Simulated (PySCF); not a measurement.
Ge(H)(OH)2(NH2) (GeH₅NO₂), SMILES [NH2][GeH]([OH])[OH]. Atoms are numbered in the order given.

```xyz
9

Ge     0.0530     0.0128     0.2747
N     -1.2813    -1.1974    -0.0401
O     -0.3346     1.6570    -0.2918
O      1.4567    -0.4368    -0.7322
H      0.3729     0.0295     1.7747
H     -1.8985    -1.3649     0.7548
H     -1.8546    -0.9918    -0.8592
H      0.2800     1.9086    -1.0000
H      1.3957    -1.3701    -0.9893
```

Coordinates come from a TPSSh-D3(BJ)/def2-SVP optimisation. This is a generated structure with no PubChem entry under its InChIKey; it may be hypothetical. Other conformers were not sampled.

These are HF/def2-TZVP (PySCF) values and carry that method's errors.

The molecule is in vacuum.

```
Property                                                                                                       Result
---------------------------------------------------------------------------------------------  ----------------------
total energy                                                                                      -2282.61953 hartree
highest occupied level                                                                                      -11.56 eV
lowest empty level                                                                                            3.30 eV
orbital gap                                                                                                  14.86 eV
dipole moment                                                                                                  1.78 D
quadrupole, principal values (traceless, Buckingham form, about the centre of nuclear charge)   -5.49, 0.96, 4.53 D·Å
mean static polarisability                                                                       38.2 bohr³ (5.66 Å³)
polarisability, principal values                                                               36.0, 37.8, 40.7 bohr³
```
